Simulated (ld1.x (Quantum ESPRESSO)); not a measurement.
V (Z = 23): from the effect back to the setting (ultrasoft)

Base potential:

| Quantity | Value |
| --- | --- |
| Element | vanadium (V) |
| Generator | ld1.x (Quantum ESPRESSO) 7.5 |
| Type | ultrasoft |
| Functional | LDA (PZ) |
| Relativity | scalar-relativistic |
| Frozen core | [Ne] |
| Valence charge | 13 |
| Reference configuration | 3s2 3p6 3d3 4s1.5 4p0 (charge +0.5) |
| Partial waves | 3s (bound): rcut 1.25, rcutus 1.30 bohr; 4s (bound): rcut 1.25, rcutus 1.30 bohr; 3p (bound): rcut 2.00, rcutus 2.15 bohr; 4p (bound, empty): rcut 2.00, rcutus 2.15 bohr; 3d (bound): rcut 0.90, rcutus 1.10 bohr; 3d channel at 4.4 Ry: rcut 0.90, rcutus 1.10 bohr |
| Local potential | all-electron potential smoothed inside 2.00 bohr (lloc = -1) |
| Core correction | a·sin(br)/r model core, default radius (core density twice the valence density) |
| Augmentation charge | PSQ, inside the norm-conserving radii |

Cutoffs, loose and tight: the cutoffs (Ry, on a coarse ladder) from which the occupation-weighted sum of valence levels, in a spherical-Bessel basis at the reference potential, stays within 10 and 1 mRy of its value at 400 Ry. They do not see the model core or the augmentation charge, which bear on the density cutoff. Test errors are all-electron minus pseudo excitation energies from the reference, over the configurations 3s2 3p6 3d3 4s2 4p0; 3s2 3p6 3d3 4s1 4p0; 3s2 3p6 3d3 4s0 4p0; 3s2 3p6 3d3 4s1 4p1; 3s2 3p6 3d3 4s0 4p2; 3s2 3p6 3d3.5 4s1.5 4p0; 3s2 3p5 3d3 4s2 4p0 (two spin-polarised tests are not counted in the largest error); variants that change the core or the reference have their own tests.

Only the scale of all radii but the core radius (base = 1) is moved (1 further runs of the sweep failed or gave no value and are left out):

```csv
scale of all radii but the core radius (base = 1),"cutoff, loose","cutoff, tight",bound ghosts,largest test error (meV)
0.81,120 Ry,200 Ry,none,-127
0.99,80 Ry,140 Ry,none,-62
1.27,50 Ry,80 Ry,none,"-23 over the solved tests; test run stopped at test 5 of 9 (negative rho), 1 before it not solved"
1.37,45 Ry,70 Ry,none,"test run stopped at test 4 of 9 (negative rho), 2 before it not solved"
```

Task: One more run gave cutoff, loose: 70 Ry; cutoff, tight: 110 Ry; bound ghosts: none; largest test error (meV): -50 over the solved tests; 2 of 9 tests not solved or not reliable. Which value of the scale of all radii but the core radius (base = 1) was used?

Result: 1.12. The loose cutoff moves one way along this sweep, from 120 Ry at 0.81 to 45 Ry at 1.37, which places the run between 0.99 and 1.27.
